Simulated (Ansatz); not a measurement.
A run on ClGeH (`[Cl][GeH]`) with other settings.

```yaml
crystal:
  periodic: [false, false, false]
  atoms:
    - {symbol: Cl, position_ang: [1.196953, -0.889615, 0.550568]}
    - {symbol: Ge, position_ang: [-0.690993, -0.371669, -0.415190]}
    - {symbol: H, position_ang: [-0.516860, 1.196584, -0.148678]}
basis:
  gaussian: {orbitals: cc-pVDZ}
hamiltonian: {xc: {name: BHLYP}, dispersion: d4}
output: {forces: true}
```

```sh
$ ansatz run in.yaml --threads 4 --pin off --events-out ev --progress --plain --max-ram 10444MiB
```

Shortened log:

```
Functional definition: BHLYP
566 factors; integrals over basis functions are off by at most 1.0e-3 eV
mean field evaluation 1: about -69055.5966 eV, gradient 1.3e1 eV
mean field evaluation 2: about -69055.7362 eV, gradient 1.2e1 eV
mean field evaluation 4: about -69056.1805 eV, gradient 7.1e-1 eV
mean field evaluation 8: about -69056.2150 eV, gradient 5.1e-2 eV
mean field evaluation 16: about -69056.2150 eV, gradient 8.3e-6 eV
mean field -69056.21504781 eV, -2537.7690950232 hartree, gradient 8.4e-6 eV, S^2 0.000000; 0 other end points of the search recorded, 0 dependent functions left out
reference -69056.21517579 eV, -2537.7690997265 hartree; 25, 25 occupied and 25, 25 virtual orbitals, 566 factors
Total energy: -69056.29620489 eV, -2537.7720774911 hartree
Atom 0 at     1.196953    -0.889615     0.550568 Å, force     0.272946    -0.099448     0.136925 eV/Å
Atom 1 at    -0.690993    -0.371669    -0.415190 Å, force    -0.232359     0.198625    -0.104051 eV/Å
Atom 2 at    -0.516860     1.196584    -0.148678 Å, force    -0.040587    -0.099177    -0.032874 eV/Å
Dipole moment:    -0.367020     0.101527    -0.187653 e Å
```

Hardware: 4 threads of an Arm Neoverse V2 on a shared host. Wall time 0.45 s, peak host memory 0.1 GiB.
